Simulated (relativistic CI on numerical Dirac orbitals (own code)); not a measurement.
Radial Dirac CI calculation of Cr7+.

Command:

```sh
python run_levels.py task.json out
```

Input:

```
atom Cr  Z=24  charge=7  electrons=17
nucleus A=52  rms_radius_fm=3.6452
hamiltonian dirac-coulomb  breit=on  qed=on  c_scale=1
orbitals kli  potential=per-configuration
slater_scale 1
correlation none
mixing on
grid step=0.15 r_max=12.9
scf mixing=0.4 start=green max_iterations=50 tolerance=2e-08 node_fill=0.05
configurations
  [Ne] 3s2 3p5
  [Ne] 3s 3p6
end
```

Output:

```
SCF 1: [Ne] 3s2 3p5
 iter      energy (Ha)   residual   last orbital (Ha)
    1     -1023.457110   2.35e+00    -10.34242
    2     -1031.670464   1.19e+00     -8.37026
    3     -1034.491346   4.74e-02     -6.76015
    4     -1034.494614   2.21e-02     -6.81699
    5     -1034.497581   2.14e-03     -6.79679
    6     -1034.497639   4.64e-04     -6.79350
    7     -1034.497671   1.60e-05     -6.79240
    8     -1034.497674   1.45e-07     -6.79245
    9     -1034.497674   1.18e-07     -6.79245
   10     -1034.497674   3.41e-10     -6.79245
SCF 2: [Ne] 3s 3p6
 iter      energy (Ha)   residual   last orbital (Ha)
    1     -1021.757378   2.37e+00    -10.34242
    2     -1030.240119   1.20e+00     -8.32874
    3     -1033.106650   4.99e-02     -6.69952
    4     -1033.110565   2.37e-02     -6.76010
    5     -1033.113456   2.47e-03     -6.73882
    6     -1033.113529   3.18e-04     -6.73446
    7     -1033.113554   1.25e-05     -6.73359
    8     -1033.113557   2.20e-07     -6.73363
    9     -1033.113557   1.60e-07     -6.73363
   10     -1033.113557   6.93e-10     -6.73363
orbital energies (Ha): 1s -221.8840  2s -30.5740  2p1/2 -26.8844  2p3/2 -26.5651  3s -7.9225  3p1/2 -6.8402  3p3/2 -6.7924
configuration averages (Ha): Dirac-Coulomb, Breit, QED
  3s2 3p5                      -1034.497674    0.355732    0.237963
  3s 3p6                       -1033.113557    0.355991    0.236234
levels: no., configuration, term, J, E (cm-1), weight
   1 3s2 3p5                2P*  3/2              0.0  1.00
   2 3s2 3p5                2P*  1/2           9991.8  1.00
   3 3s 3p6                 2S   1/2         306783.2  1.00
lowest total energy -1033.919154 Ha
warning: orbitals of one symmetry overlap by 4.2e-05
end: converged
```

Against the reference input this run has: grid step 0.15. The reference run ends at -1033.918750 Ha with Breit and QED terms. The iteration limit was 50 against 150. This setting is bad on purpose; its numbers may not be properties of the ion.
